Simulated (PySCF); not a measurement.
**Electric field gradients and quadrupole coupling constants**

C7H13O2P.
Structure used (GFN2-xTB), in Å, numbered top down from 1:
```
atom  x, y, z in Å
C1    -3.2569    0.5798   -1.2108
C2    -3.0787   -0.4530   -0.4015
C3    -1.9095   -0.6569    0.4613
C4    -1.1452    0.5863    1.0406
P5    -0.2270   -0.3292   -0.2047
O6    -0.0031    0.1157   -1.5836
C7     0.9747   -1.5512    0.4750
C8     2.2710   -0.7921    0.2580
O9     1.9249    0.5378    0.5727
C10    2.8323    1.5066    0.1073
H11   -2.5380    1.3770   -1.2858
H12   -4.1251    0.6564   -1.8421
H13   -3.8135   -1.2489   -0.3755
H14   -2.0300   -1.4595    1.1806
H15   -0.8881    0.5264    2.0876
H16   -1.5409    1.5501    0.7528
H17    0.9293   -2.4875   -0.0798
H18    0.7748   -1.7271    1.5290
H19    2.5730   -0.8629   -0.7956
H20    3.0969   -1.1457    0.8911
H21    2.4302    2.4741    0.3997
H22    2.9248    1.4660   -0.9828
H23    3.8193    1.3647    0.5622
```

Field gradients from the PBE0/pcSseg-1 density (PySCF, non-relativistic), principal values in atomic units, ordered |Vxx| ≤ |Vyy| ≤ |Vzz|:

```tsv
atom	Vxx	Vyy	Vzz
O6	-0.4214	-0.4952	0.9166
O9	0.0294	1.9199	-1.9492
```

Question: Find the asymmetry η = (Vxx − Vyy)/Vzz and the couplings χ = eQV/h (234.96 MHz × Q in barn × V in au), with Q(17O) = −0.0256 b.

Answer: 
```json
{"atom": "O6", "environment": "phosphoryl oxygen", "nucleus": "17O", "η": "0.08", "χzz (MHz)": "-5.51", "χxx (MHz)": "2.53", "χyy (MHz)": "2.98"}
{"atom": "O9", "environment": "ether oxygen", "nucleus": "17O", "η": "0.97", "χzz (MHz)": "11.72", "χxx (MHz)": "-0.18", "χyy (MHz)": "-11.55"}
```

At O9 η is above 0.9: Vyy and Vzz are nearly equal in size and opposite in sign, so a small change could swap them and flip the sign of χzz. 

Question: What is Vzz at O6 in SI units (1 au = 9.71736 × 10²¹ V/m²)?

Answer: 0.9166 au = 8.907 × 10²¹ V/m².

Question: And the gradient at the other heavy atoms, for which no coupling is worked out here?

Answer: 
| atom | environment | Vzz (au) | η |
| --- | --- | --- | --- |
| C1 | terminal =CH2 carbon | 0.270 | 0.43 |
| C2 | alkene CH carbon | 0.291 | 0.72 |
| C3 | sp3 carbon bound to phosphorus | 0.156 | 0.15 |
| C4 | sp3 carbon bound to phosphorus | 0.168 | 0.14 |
| P5 | phosphoryl phosphorus | 0.354 | 0.94 |
| C7 | sp3 carbon bound to phosphorus | 0.089 | 0.61 |
| C8 | sp3 carbon bound to oxygen | 0.363 | 0.31 |
| C10 | methoxy carbon | 0.408 | 0.09 |

Were the hydrogens deuterons (Q(2H) = 0.00286 b), χzz would run from 188 kHz (H19) to 229 kHz (H12).

One conformer (not necessarily the lowest) at the GFN2-xTB geometry, without solvent, vibrations or thermal averaging. GFN2-xTB bond lengths can be off by several hundredths of an ångström, more for odd bonds, and the gradients follow them. With so small a basis the couplings can be 20 % off.
